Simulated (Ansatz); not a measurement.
A nudged elastic band was laid between two geometries of Cl3FH2NTa + H (9 atoms, charge 0, multiplicity 2).

Computed with UKS PBE/def2-SVP in Ansatz 0.2.0.

| Quantity | Value |
| --- | --- |
| movable images | 9 |
| climbing image | yes |
| spring | 5.0 eV/Å² |
| optimiser | quadratic models (default) |
| start path | through a guess of the saddle point |
| force threshold | 0.05 eV/Å |
| iteration limit | 49 |
| end points | relaxed |

Initial state:

```xyz
9
Properties=species:S:1:pos:R:3
Ta -0.171 0.008 -0.015
F 1.717 0.051 0.032
Cl -0.213 -0.129 2.330
Cl -0.094 -0.229 -2.351
Cl -1.467 1.927 -0.088
N -1.164 -1.693 -0.004
H -1.453 -2.181 0.850
H -1.409 -2.217 -0.850
H 4.829 0.073 0.094
```

Final state:

```xyz
9
Properties=species:S:1:pos:R:3
Ta -0.185 0.220 -0.160
F 1.910 -0.982 -0.256
Cl 1.133 0.772 1.788
Cl 0.119 0.607 -2.432
Cl -2.010 1.573 0.310
N -0.740 -1.641 0.036
H -1.699 -1.961 0.223
H -0.109 -2.450 -0.075
H 2.155 -0.528 0.566
```

(1) What changes between the two ends?

(2) Give the energies along the band, and the barrier.

(3) What is the geometry of the highest image?

Answers

(1) Bonds formed: F2–H9. Cl3FH2NTa + H becomes Cl3FH3NTa.

(2) The run converged. The highest image is number 4 of 0 to 10, 0.142 eV above the first end and 0.698 eV above the last; the last end lies 0.555 eV below the first. The profile has 2 maxima (images 4, 8) with wells between them (image 6): this band takes more than one step, which may be the mechanism or a detour left from its start path. A vibrational analysis at the climbing image gives one clearly imaginary mode, 668i cm⁻¹, and a faint second one (35i cm⁻¹) that may be numerical noise or a soft torsion: probably a first-order saddle point.

```
image  path coordinate (Å)  energy (eV)  F2–H9 (Å)
    0                 0.00        0.000       3.11
    1                 1.34       -0.002       3.20
    2                 2.69       -0.001       3.33
    3                 4.03        0.000       3.69
    4                 5.38        0.142       3.52
    5                 6.39       -0.500       2.68
    6                 7.40       -0.521       1.78
    7                 8.41       -0.382       1.03
    8                 9.41       -0.276       0.99
    9                10.41       -0.372       0.97
   10                11.41       -0.555       0.97
```

(3) 
```xyz
9
Properties=species:S:1:pos:R:3
Ta 0.129 -0.059 -0.437
F 1.933 -0.202 -0.987
Cl 0.895 -0.322 1.819
Cl -0.617 -0.178 -2.653
Cl -0.937 1.943 0.044
N -0.921 -1.696 -0.116
H -0.955 -2.212 0.768
H -1.467 -2.166 -0.848
H 2.514 0.501 2.410
```

Run time: 26 min on 4 threads of Arm Neoverse V1 (shared host), peak memory 0.37 GiB.
